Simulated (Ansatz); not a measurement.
A run for Ansatz (a program for electronic structure): R-wB97X-V/def2-TZVPPD on GeH4 (SMILES [GeH4]) with ghost functions. Files ending in .json are basis or fitting sets from the Basis Set Exchange.

Ansatz 0.2 input:
```yaml
crystal:
  periodic: [false, false, false]
  atoms:
    - {symbol: Ge, position_ang: [0.10619029, 0.02771487, 0.00369920]}
    - {symbol: H, position_ang: [-0.24516692, 1.45435130, 0.44958240]}
    - {symbol: H, position_ang: [-1.00348359, -0.93383224, 0.45258827]}
    - {symbol: H, position_ang: [1.43439169, -0.39354651, 0.64888922]}
    - {symbol: H, position_ang: [0.23962156, -0.01694436, -1.52573326]}
basis:
  gaussian:
    orbitals: def2-TZVPPD.json
    ghost_atoms:
      - {symbol: Ge, position_ang: [-0.10624298, -0.02775185, 4.09629202]}
      - {symbol: H, position_ang: [0.30290486, -1.43114426, 3.62678277]}
      - {symbol: H, position_ang: [-1.44802948, 0.35202098, 3.45346545]}
      - {symbol: H, position_ang: [0.96587978, 0.98481543, 3.66860714]}
      - {symbol: H, position_ang: [-0.24621391, -0.01563516, 5.62574801]}
hamiltonian:
  xc: {name: wB97X-V}
scf: {lower_state_search: off}
```

Program output:

```
WARN ansatz: RAYON_NUM_THREADS=1 ignored (pool sized by the plan → 1); use --threads N
Functional definition: wB97X-V
these checks for a lower state are left out or cut short: stability, starts, cluster_reference, orbital_swaps, neighbouring_geometries, increment
integrals: 0.25 GiB planned
1226 factors; their error is unknown
integrals: 0.28 GiB planned
343 factors; integrals over basis functions are off by at most 2.9e-5 eV
mean field: 1.66 GiB planned
mean field evaluation 1: about -56577.4364 eV, gradient 1.6e1 eV
mean field evaluation 2: about -56577.5599 eV, gradient 1.5e1 eV
mean field evaluation 4: about -56577.6982 eV, gradient 1.2e-1 eV
mean field evaluation 8: about -56577.8531 eV, gradient 1.3e-2 eV
mean field -56577.85314479 eV, -2079.1977532247 hartree, gradient 4.5e-6 eV, S^2 0.000000; 0 other end points of the search recorded, 0 dependent functions left out
reference -56577.85314287 eV, -2079.1977531541 hartree; 18, 18 occupied and 226, 226 virtual orbitals, 1226 factors
Total energy: -56577.85314287 eV, -2079.1977531541 hartree
Checks for a lower state left out: stability, starts, cluster_reference, orbital_swaps, neighbouring_geometries, increment
```

The run converged.

Cost: around 7 core-seconds (rough).
